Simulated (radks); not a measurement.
Re+, 74 electrons, occupied as [Xe] 4f14 5d5 6s1.

Calculated with a radial shooting solver on a logarithmic mesh with Libxc functionals: Dirac Kohn-Sham, PBE, spin-unpolarised, spherical densities, finite nucleus; open shells fill j = l - 1/2 first; Fermi nuclear charge, rms radius 5.3698 fm.

Energy parts (hartree):
| part | energy |
|---|---|
| total | -16714.6837 |
| kinetic | 18892.1807 |
| electron-nucleus | -41787.7637 |
| Hartree | 6513.5959 |
| exchange-correlation | -332.6966 |

Orbitals (lengths in bohr, moments of r in powers of bohr; r(90%) holds 90 % of the orbital's charge):
orbital  occ.  eigenvalue (hartree)      <r>  r(90%)       <r^4>  small-component weight
1s1/2       2             -2629.026  0.01804  0.0329   5.462e-07                8.02e-02
2s1/2       2             -455.7444  0.07559   0.118  0.00008128                1.82e-02
2p1/2       2             -436.1872  0.06246   0.104  0.00004881                1.83e-02
2p3/2       4             -383.2824  0.07054   0.115  0.00007195                1.65e-02
3s1/2       2             -105.7113   0.1969   0.290    0.002993                6.01e-03
3p1/2       2             -96.95943   0.1870   0.281    0.002634                5.96e-03
3p3/2       4             -85.47051   0.2019   0.302    0.003510                5.43e-03
3d3/2       4             -70.73831   0.1765   0.275    0.002372                5.32e-03
3d5/2       6             -68.24435   0.1811   0.281    0.002588                5.17e-03
4s1/2       2             -22.26967   0.4405   0.633     0.06979                1.99e-03
4p1/2       2             -18.61422   0.4450   0.647     0.07591                1.90e-03
4p3/2       4             -15.93404   0.4784   0.695      0.1011                1.70e-03
4d3/2       4              -9.92523   0.4934   0.739      0.1282                1.50e-03
4d5/2       6              -9.42998   0.5048   0.756      0.1403                1.45e-03
5s1/2       2              -3.39360    1.038    1.49       2.154                4.55e-04
5p1/2       2              -2.29026    1.139    1.66       3.305                3.77e-04
5p3/2       4              -1.88840    1.241    1.81       4.713                3.21e-04
4f5/2       6              -1.86912   0.5763   0.948      0.3908                1.05e-03
4f7/2       8              -1.77684   0.5852   0.963      0.4192                1.03e-03
5d3/2       4              -0.48723    1.823    2.87       29.97                1.52e-04
6s1/2       1              -0.46217    2.878    4.21       134.2                6.05e-05
5d5/2       1              -0.45356    1.894    2.99       35.27                1.41e-04

The highest occupied level is 5d5/2 at -12.342 eV. Summed over all electrons, <r^2> = 53.33 bohr^2, which gives a Langevin (diamagnetic) susceptibility term of -42.2 x 10^-6 cm^3/mol.
